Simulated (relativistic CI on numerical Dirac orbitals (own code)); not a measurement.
## Cr⁺ in a cubic cluster: L2,3 absorption with charge transfer

Computed with a charge-transfer multiplet model of a cubic metal-ligand cluster with up to 2 ligand holes, Slater and spin-orbit integrals from Dirac-Coulomb-Breit ions, Slater integrals scaled by 0.8. The ground state mixes d5 with configurations of k ligand holes L, whose averages lie at kΔ + k(k − 1)U_dd/2; a core hole lowers each added d electron by U_cd. 20 K, Lorentzian 0.4 eV and Gaussian 0.3 eV FWHM.

Atomic integrals in eV (Slater integrals scaled, ζ unscaled), ground: F2dd 6.636, F4dd 4.082, zeta_d 0.022; with the core hole: F2dd 7.386, F4dd 4.554, zeta_d 0.034, zeta_core 5.628, F2cd 4.152, G1cd 2.980, G3cd 1.690.

Cluster parameters (eV): Δ = 8.2, U_dd = 6.1, U_cd = 6.9, 10Dq(ligand) = 0.1, V(eg) = 1.8, V(t2g) = -0.86, final-state hopping factor = 0.9.

```csv
Case,n_d,d5,d6L,d7L2,S
10Dq = 0.95 eV,5.08,0.93,0.07,0.00,2.50
10Dq = 1.25 eV,5.07,0.93,0.07,0.00,2.50
10Dq = 1.85 eV,5.14,0.87,0.13,0.00,0.51
```

Weights, n_d and S are thermal averages at 20 K. Photon energies count from the first peak over 30 % of the highest in each spectrum, which can be another peak from case to case. The parameters are a model scan and need not match a compound or its usual spin state. Peaks in eV (height, largest 100):
- 10Dq = 0.95 eV: 0.0 (35), 1.3 (100), 2.3 (32), 3.9 (10), 9.1 (16), 10.4 (22), 10.9 (20)
- 10Dq = 1.25 eV: 0.0 (40), 1.5 (100), 4.8 (6), 9.1 (16), 10.6 (22), 11.2 (17)
- 10Dq = 1.85 eV: 0.0 (35), 1.6 (55), 2.7 (100), 4.2 (22), 10.8 (61), 12.2 (16)

Curve for 10Dq = 1.85 eV (points under 2 left out, the grid thinned):

E (eV), Intensity and a bar:
```
     -1.3        2.1 
     -1.0        3.2 
     -0.7        5.7 #
     -0.4       14.9 ####
      0.0       35.5 ##########
      0.3       19.4 #####
      0.6       13.9 ####
      0.9       14.6 ####
      1.2       27.5 ########
      1.5       52.7 ################
      1.8       51.6 ###############
      2.1       62.2 ###################
      2.5       86.2 ##########################
      2.8       99.3 ##############################
      3.1       66.8 ####################
      3.4       39.4 ############
      3.7       24.8 #######
      4.0       20.7 ######
      4.3       21.6 ######
      4.7       12.9 ###
      5.0        7.0 ##
      5.3        5.1 #
      5.6        4.3 #
      5.9        4.1 #
      6.2        3.1 
      6.5        2.4 
      6.9        2.3 
      8.4        2.0 
      8.7        2.6 
      9.0        3.6 
      9.3        5.7 #
      9.6        9.6 ##
      9.9       18.3 #####
     10.3       34.5 ##########
     10.6       51.1 ###############
     10.9       59.0 ##################
     11.2       35.8 ##########
     11.5       24.2 #######
     11.8       17.3 #####
     12.1       15.6 ####
     12.4       14.5 ####
     12.8        8.8 ##
     13.1        4.9 #
     13.4        2.8 
     13.7        2.0
```

For the case 10Dq = 0.95 eV, Δ = 8.2 eV is larger than U_dd = 6.1 eV, the Mott-Hubbard side of the Zaanen-Sawatzky-Allen scheme. With the core hole the configuration with one ligand hole lies at Δ + U_dd − U_cd = 7.4 eV above the one without, against Δ in the ground state. The added d electron screens the hole, so the order of the configurations is kept and charge-transfer satellites are weaker than in photoemission. The thermal average of S changes within this range, from 2.5 to 0.5; a value between half-integers is an average over states of different spin.
